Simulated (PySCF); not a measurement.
2-chlorocyclopenta-1,3-diene (C5H5Cl), SMILES ClC1=CCC=C1.

Geometry optimised at PBE0-D3(BJ)/def2-SVP. One conformer was computed; it need not be the lowest.

Two levels are set side by side: TDDFT-PBE/def2-SVPD (PySCF) and TDDFT-M06-2X/def2-SVPD (PySCF). Vertical, same geometry. The lowest singlet is HOMO→LUMO 93 % with PBE and HOMO→LUMO 100 % with the other functional; states are paired by order. Differences are taken from unrounded values.

```tsv
quantity	TDDFT-M06-2X
lowest singlet excitation (eV)	5.19
lowest triplet excitation (TDA) (eV)	3.44
first bright state (f over 0.05) (eV)	5.19
its oscillator strength	0.06
```

What does TDDFT-PBE give, and how far is it from TDDFT-M06-2X? (An estimate is asked for; the answer gives what the named calculation found.)


| quantity | TDDFT-PBE | TDDFT-PBE minus TDDFT-M06-2X |
|---|---|---|
| lowest singlet excitation (eV) | 4.71 | -0.48 |
| lowest triplet excitation (TDA) (eV) | 3.07 | -0.36 |
| first bright state (f over 0.05) (eV) | 5.67 | 0.48 |
| its oscillator strength | 0.05 | -0.01 |

Functionals without exact exchange tend to place singlet excitations lower, as here. Differences between two approximate levels are no errors against the true value.

Rough cost on one machine, each run with all the roots and properties that it gave: TDDFT-M06-2X against TDDFT-PBE about 10 times.
